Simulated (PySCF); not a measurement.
Basis-set dependence of population analyses: `C#CC#CB(F)F`

Compound: C4HBF2.
Bonds: C1–C2 (triple), C2–C3, C3–C4 (triple), C4–B5, B5–F6, B5–F7. Hydrogens: H8 on C1.

PBE0 throughout (PySCF), one geometry, spherical d and f functions. Geometry: PBE0-D3(BJ)/def2-SVP; no solvent, vibrations or thermal averaging. Atoms taken as equivalent share a column and are averaged.

Mulliken charges (e):

| basis | functions | C1 | C2 | C3 | C4 | B5 | F6/F7 | H8 |
| --- | --- | --- | --- | --- | --- | --- | --- | --- |
| STO-3G | 36 | -0.096 | -0.037 | -0.038 | -0.131 | +0.377 | -0.105 | +0.135 |
| 6-31G | 65 | -0.476 | +0.167 | +0.274 | -0.458 | +0.697 | -0.277 | +0.350 |
| pcSseg-0 | 65 | -0.185 | -0.047 | -0.107 | -0.329 | +0.958 | -0.300 | +0.309 |
| 6-31G* | 100 | -0.854 | +0.559 | +0.646 | -0.711 | +0.549 | -0.239 | +0.288 |
| cc-pVDZ | 103 | -0.735 | +0.553 | +0.563 | -0.427 | +0.178 | -0.075 | +0.017 |
| def2-SVP | 103 | -0.345 | +0.292 | +0.346 | -0.399 | +0.202 | -0.085 | +0.074 |
| aug-cc-pVDZ | 170 | +0.800 | +0.005 | +0.914 | -0.505 | +0.454 | -0.409 | -0.850 |
| 6-311+G(2d,p) | 195 | -0.403 | +0.555 | -0.391 | -0.065 | +0.853 | -0.359 | +0.169 |
| def2-TZVP | 223 | -0.138 | 0.000 | -0.056 | -0.124 | +0.556 | -0.219 | +0.199 |
| cc-pVTZ | 224 | -0.435 | +0.339 | +0.432 | -0.514 | +0.374 | -0.178 | +0.160 |
| IGLO-III | 255 | -0.124 | -0.051 | -0.023 | -0.183 | +0.858 | -0.325 | +0.172 |

IAO charges (e):

| basis | functions | C1 | C2 | C3 | C4 | B5 | F6/F7 | H8 |
| --- | --- | --- | --- | --- | --- | --- | --- | --- |
| STO-3G | 36 | -0.116 | -0.051 | -0.021 | -0.145 | +0.456 | -0.147 | +0.172 |
| 6-31G | 65 | -0.152 | -0.027 | +0.031 | -0.178 | +0.685 | -0.289 | +0.219 |
| pcSseg-0 | 65 | -0.139 | -0.033 | +0.028 | -0.173 | +0.659 | -0.276 | +0.211 |
| 6-31G* | 100 | -0.150 | -0.031 | +0.022 | -0.186 | +0.732 | -0.300 | +0.214 |
| cc-pVDZ | 103 | -0.156 | -0.028 | +0.023 | -0.181 | +0.715 | -0.295 | +0.217 |
| def2-SVP | 103 | -0.147 | -0.030 | +0.024 | -0.180 | +0.711 | -0.294 | +0.211 |
| aug-cc-pVDZ | 170 | -0.161 | -0.027 | +0.026 | -0.181 | +0.729 | -0.304 | +0.222 |
| 6-311+G(2d,p) | 195 | -0.160 | -0.027 | +0.027 | -0.184 | +0.736 | -0.307 | +0.223 |
| def2-TZVP | 223 | -0.162 | -0.027 | +0.027 | -0.186 | +0.743 | -0.309 | +0.222 |
| cc-pVTZ | 224 | -0.162 | -0.027 | +0.026 | -0.186 | +0.741 | -0.308 | +0.222 |
| IGLO-III | 255 | -0.162 | -0.027 | +0.026 | -0.184 | +0.741 | -0.308 | +0.223 |

Hirshfeld charges (e):

```csv
basis,functions,C1,C2,C3,C4,B5,F6/F7,H8
STO-3G,36,-0.054,-0.031,-0.028,-0.116,+0.235,-0.047,+0.089
6-31G,65,-0.049,-0.023,+0.007,-0.109,+0.305,-0.123,+0.116
pcSseg-0,65,-0.042,-0.027,+0.004,-0.109,+0.309,-0.124,+0.113
6-31G*,100,-0.053,-0.027,-0.001,-0.104,+0.306,-0.118,+0.116
cc-pVDZ,103,-0.049,-0.028,+0.001,-0.107,+0.296,-0.113,+0.113
def2-SVP,103,-0.047,-0.027,+0.002,-0.107,+0.308,-0.120,+0.111
aug-cc-pVDZ,170,-0.046,-0.028,0.000,-0.106,+0.328,-0.130,+0.113
"6-311+G(2d,p)",195,-0.044,-0.030,-0.001,-0.106,+0.338,-0.135,+0.113
def2-TZVP,223,-0.047,-0.028,+0.001,-0.105,+0.330,-0.132,+0.113
cc-pVTZ,224,-0.048,-0.027,+0.001,-0.106,+0.325,-0.129,+0.113
IGLO-III,255,-0.046,-0.028,-0.001,-0.106,+0.334,-0.133,+0.113
```

Task: Which scheme is steadiest as the basis changes?

Result: Largest range over the bases for any column: Hirshfeld 0.10 e, IAO 0.29 e, Mulliken 1.65 e. Hirshfeld charges move least and Mulliken charges most, counted in e. Without the minimal STO-3G basis the ranges are Hirshfeld 0.04, IAO 0.08, Mulliken 1.65 e.

Task: How much do the charges still move between the two largest bases, cc-pVTZ and IGLO-III?

Result: At most, over all atoms: Mulliken 0.483 e, IAO 0.001 e, Hirshfeld 0.009 e.

Task: What do the same runs give for the total energy, the frontier levels and the dipole moment?

Result: 
| basis | energy (Eh) | HOMO (eV) | LUMO (eV) | μ (D) |
| --- | --- | --- | --- | --- |
| STO-3G | -372.0920 | -5.59 | 1.20 | 0.34 |
| 6-31G | -377.0587 | -7.90 | -2.10 | 2.96 |
| pcSseg-0 | -376.3290 | -8.25 | -2.35 | 2.89 |
| 6-31G* | -377.1411 | -7.69 | -1.91 | 2.34 |
| cc-pVDZ | -377.1688 | -7.89 | -2.14 | 2.37 |
| def2-SVP | -376.8689 | -7.98 | -2.22 | 2.43 |
| aug-cc-pVDZ | -377.1880 | -8.04 | -2.34 | 2.49 |
| 6-311+G(2d,p) | -377.2666 | -8.07 | -2.38 | 2.56 |
| def2-TZVP | -377.3046 | -8.03 | -2.31 | 2.49 |
| cc-pVTZ | -377.2886 | -8.01 | -2.27 | 2.45 |
| IGLO-III | -377.3089 | -8.05 | -2.35 | 2.49 |

The dipole is fixed by the density alone, so its range of 2.62 D shows that the density itself changes with the basis, not only its division among atoms.
